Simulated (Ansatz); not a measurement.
System: GeH4Se, charge 0, singlet. GeH4Se (SMILES [GeH3][SeH]).
B3LYP-D3(BJ)/def2-TZVP minimum from Ansatz (a program for electronic structure):
```xyz
6

Ge    -1.0922     0.3964     0.1361
Se     1.1141    -0.4448    -0.1535
H     -1.3200     1.6243    -0.7596
H     -2.0104    -0.7578    -0.2879
H     -1.3360     0.7675     1.6074
H      1.7401     0.8063     0.3036
```
Charge 0, spin multiplicity 1.

Atomisation energy term by term, kcal/mol (programs: Ansatz). Open shells are spin-unrestricted; no spin-orbit coupling. Correlated methods leave the cores frozen (noble-gas shells, and filled d and f shells in the p block). No relativity. CBS(X,Y): correlation extrapolated as X^-3, Hartree-Fock from the larger set (Q,5: extrapolated as (X+1)exp(-9√X)). A bracket is a step between two methods taken in the basis named. Where a partner has so few electrons that a lower coupled-cluster level is exact, that level stands in.

```
term                               basis  kcal/mol
------------------  --------------------  --------
Hartree-Fock        CBS(cc-pVQZ,cc-pV5Z)    257.64
CCSD correlation    CBS(cc-pVQZ,cc-pV5Z)     96.26
(T)                 CBS(cc-pVQZ,cc-pV5Z)      4.58
CCSDT(Q) - CCSD(T)               cc-pVTZ      0.24
CCSDTQ - CCSDT(Q)                cc-pVDZ     -0.01
sum: De                                      358.7
```

The step beyond CCSD(T) by other levels: CCSDTQ in cc-pVDZ 0.42; CCSDT(Q) in cc-pVDZ 0.43 kcal/mol.
